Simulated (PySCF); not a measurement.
GeO₂, SMILES [O]=[Ge]=[O]. Heavy atoms are numbered as in [Ge:1](=[O:2])=[O:3].

Geometry: TPSSh-D3(BJ)/def2-TZVP.

Level of theory: PBE/pcSseg-2 (PySCF).

GIAO shieldings, no solvent; atoms alike by connectivity are averaged. δ = σ(ref) − σ: ⁷³Ge against GeH4 (σ = 1621.0 ppm); ¹⁷O against H2O (σ = 327.5 ppm), references at their B3LYP-D3(BJ)/def2-TZVP geometries, non-relativistic.

Computed chemical shifts:
| nucleus | atoms | count | δ (ppm) |
|---|---|---|---|
| ⁷³Ge | Ge1 | 1 | 259.5 |
| ¹⁷O | O2 | 2 | 326.6 |
